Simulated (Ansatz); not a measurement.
One change: `[F][Sn]([F])([Cl])[Br]` becomes `[F][Sn]([F])([Cl])[Cl]`.

Ansatz, PBE0-D4/def2-TZVP geometries, multiplicity 1. 

Elements past krypton have def2 core potentials. Scalar relativity is left out up to krypton.

| property | `[F][Sn]([F])([Cl])[Br]` |
| --- | --- |
| LUMO energy (B3LYP/def2-TZVPP) / eV | -3.65 |
| size of the dipole moment (ωB97M-V/def2-TZVPP) / D | 1.86 |
| HOMO energy (ωB97M-V/def2-TZVPP) / eV | -11.90 |
| size of the dipole moment (PBE/def2-TZVPP) / D | 1.76 |
| LUMO energy (PBE/def2-TZVPP) / eV | -4.22 |
| HOMO–LUMO gap (B3LYP/def2-TZVPP) / eV | 5.73 |

Q: Give the same properties after the change, and the shifts. (Best estimate.)

A: Computed: 
| property | `[F][Sn]([F])([Cl])[Cl]` | shift |
| --- | --- | --- |
| LUMO energy (B3LYP/def2-TZVPP) / eV | -3.60 | 0.05 |
| size of the dipole moment (ωB97M-V/def2-TZVPP) / D | 1.53 | -0.33 |
| HOMO energy (ωB97M-V/def2-TZVPP) / eV | -12.49 | -0.59 |
| size of the dipole moment (PBE/def2-TZVPP) / D | 1.41 | -0.35 |
| LUMO energy (PBE/def2-TZVPP) / eV | -4.20 | 0.02 |
| HOMO–LUMO gap (B3LYP/def2-TZVPP) / eV | 6.32 | 0.59 |

With PBE0 the HOMO falls by 0.56 eV and the LUMO rises by 0.06 eV, so the gap widens by about 0.62 eV. PBE moves the HOMO by -0.43 eV and ωB97M-V by -0.59 eV. Dipoles are sizes alone; their direction can turn.

B3LYP here is the variant with VWN-RPA as its local correlation; programs differ in this.

Spin–orbit coupling is left out; it splits and shifts lone-pair levels of the heavy atoms by tenths of an eV.
